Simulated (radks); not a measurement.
Initial-state core-level shifts of the cadmium ion Cd+ when its valence configuration changes from [Kr] 4d10 5s1. All-electron calculation, scalar-relativistic Kohn-Sham, PBE, spin-polarised, spherical densities, finite nucleus; open shells are filled with parallel spins first (spin-orbit coupling, left out, can overturn this in heavy ions); Fermi nuclear charge, rms radius 4.6087 fm. Program: a radial shooting solver on a logarithmic mesh with Libxc functionals. Shifts are changes of the shell-averaged eigenvalues in eV (positive: less bound); the change of the density at the nucleus, which sets a Mossbauer isomer shift, is in e/bohr^3, on a base of 1.637e+05.

| valence | 2p | 3s | 4s | 4p | density at nucleus |
|---|---|---|---|---|---|
| 4d9 5s1 5p1 | -7.112 | -7.008 | -6.470 | -6.250 | +8.90 |
| 4d10 5p1 | -1.566 | -1.591 | -1.624 | -1.627 | -27.03 |
| 4d9 5s2 | -5.750 | -5.621 | -5.065 | -4.852 | +37.95 |
| 4d8 5s2 5p1 | -13.318 | -13.020 | -11.717 | -11.252 | +52.50 |
| 4d8 5s1 5p2 | -14.445 | -14.173 | -12.868 | -12.389 | +19.03 |
| 4d9 5p2 | -8.548 | -8.468 | -7.945 | -7.721 | -22.66 |
| 4d10 5s0.5 5p0.5 | -0.794 | -0.806 | -0.823 | -0.824 | -13.30 |
| 4d8 5p3 | -15.788 | -15.539 | -14.233 | -13.745 | -17.09 |
| 4d9.5 5s1 5p0.5 | -3.532 | -3.488 | -3.247 | -3.142 | +4.31 |
